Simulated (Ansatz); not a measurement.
# TiN, doublet: CASSCF and its corrections

Program: Ansatz, Gaussian basis, development build; NEVPT3, NEVPT4(SD), MRCISD by development code. Basis cc-pV(T+d)Z, nonrelativistic, 10 orbitals frozen in the corrections. State-specific CASSCF; RHF is the lowest restricted (open-shell) Hartree–Fock solution met. Letters tell apart solutions met in one space. No symmetry is imposed, so a solution can break that of the shape. Lower solutions, or ones in other orbitals, may exist.

Geometry: bond length 1.8194 Å.

CASSCF less RHF, in eV, and natural occupations:

```csv
CAS,CASSCF,occupations
"(7,9) a",-6.464,"1.87, 1.83, 1.83, 1.00, 0.16, 0.16, 0.13, 0.01, 0.01"
"(7,9) b",-6.137,"1.88, 1.85, 1.85, 1.00, 0.14, 0.14, 0.12, 0.00, 0.00"
"(7,9) c",-5.255,"1.89, 1.89, 1.89, 1.00, 0.11, 0.11, 0.11, 0.00, 0.00"
```

(1) What totals less RHF do the corrections give on each solution?

(2) In CAS(7,9), is the solution lowest in CASSCF also lowest after SC-NEVPT2?

Results:

(1) 

```csv
CAS,SC-NEVPT2,FIC-NEVPT2,NEVPT3,NEVPT4(SD),MRCISD
"(7,9) a",-10.687,-10.740,-11.146,-11.329,-11.121
"(7,9) b",-10.676,-10.738,-11.050,-11.296,-11.052
"(7,9) c",-10.023,-10.085,-10.428,-10.696,-10.411
```

(2) Yes: (7,9) a stays lowest, 0.01 eV under the next.
